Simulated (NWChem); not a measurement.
Molecule: C$_{3}$H$_{5}$BF$_{2}$; SMILES C=CB(F)CF

```xyz
11

C     -0.0538    -2.5838     0.0000
C     -0.7171    -1.4176     0.0000
B      0.0359    -0.0563     0.0000
F      1.3640    -0.0545     0.0000
C     -0.7277     1.3222     0.0000
F      0.0987     2.4171     0.0000
H      1.0416    -2.6065     0.0000
H     -0.5626    -3.5538     0.0000
H     -1.8141    -1.4432     0.0000
H     -1.4001     1.3665    -0.8808
H     -1.4001     1.3665     0.8808
```
Atoms are numbered in this order, from 1.

Level: PBE0/def2-SVP (NWChem), optimised geometry, unscaled harmonic frequencies. 

Q: List the harmonic frequencies with IR intensities, and the thermochemistry.

A: 
```json
[
 {"frequency (cm⁻¹)": "77", "IR intensity (km/mol)": "0.7"},
 {"frequency (cm⁻¹)": "107", "IR intensity (km/mol)": "3.7"},
 {"frequency (cm⁻¹)": "151", "IR intensity (km/mol)": "0.8"},
 {"frequency (cm⁻¹)": "236", "IR intensity (km/mol)": "1.5"},
 {"frequency (cm⁻¹)": "367", "IR intensity (km/mol)": "0.6"},
 {"frequency (cm⁻¹)": "376", "IR intensity (km/mol)": "0.3"},
 {"frequency (cm⁻¹)": "545", "IR intensity (km/mol)": "9.1"},
 {"frequency (cm⁻¹)": "573", "IR intensity (km/mol)": "16.2"},
 {"frequency (cm⁻¹)": "754", "IR intensity (km/mol)": "4.1"},
 {"frequency (cm⁻¹)": "868", "IR intensity (km/mol)": "26.4"},
 {"frequency (cm⁻¹)": "1017", "IR intensity (km/mol)": "5.7"},
 {"frequency (cm⁻¹)": "1026", "IR intensity (km/mol)": "29.4"},
 {"frequency (cm⁻¹)": "1051", "IR intensity (km/mol)": "10.7"},
 {"frequency (cm⁻¹)": "1063", "IR intensity (km/mol)": "220.9"},
 {"frequency (cm⁻¹)": "1154", "IR intensity (km/mol)": "11.1"},
 {"frequency (cm⁻¹)": "1250", "IR intensity (km/mol)": "1.7"},
 {"frequency (cm⁻¹)": "1300", "IR intensity (km/mol)": "4.6"},
 {"frequency (cm⁻¹)": "1362", "IR intensity (km/mol)": "42.5"},
 {"frequency (cm⁻¹)": "1395", "IR intensity (km/mol)": "170.6"},
 {"frequency (cm⁻¹)": "1435", "IR intensity (km/mol)": "87.1"},
 {"frequency (cm⁻¹)": "1441", "IR intensity (km/mol)": "15.4"},
 {"frequency (cm⁻¹)": "1699", "IR intensity (km/mol)": "75.7"},
 {"frequency (cm⁻¹)": "3016", "IR intensity (km/mol)": "22.0"},
 {"frequency (cm⁻¹)": "3060", "IR intensity (km/mol)": "16.6"},
 {"frequency (cm⁻¹)": "3148", "IR intensity (km/mol)": "10.9"},
 {"frequency (cm⁻¹)": "3168", "IR intensity (km/mol)": "4.8"},
 {"frequency (cm⁻¹)": "3250", "IR intensity (km/mol)": "3.1"}
]
```

- zero-point energy = 49.9 kcal/mol
- thermal correction to the enthalpy at 298.15 K (with zero-point energy) = 54.8 kcal/mol
- heat capacity Cv = 22.5 cal/(mol K)
- entropy at 298.15 K and 1 atm (symmetry number 1) = 82.2 cal/(mol K)
- dipole moment = 2.97 D

Rigid rotor and harmonic oscillator; modes under 100 cm⁻¹ make the entropy uncertain.
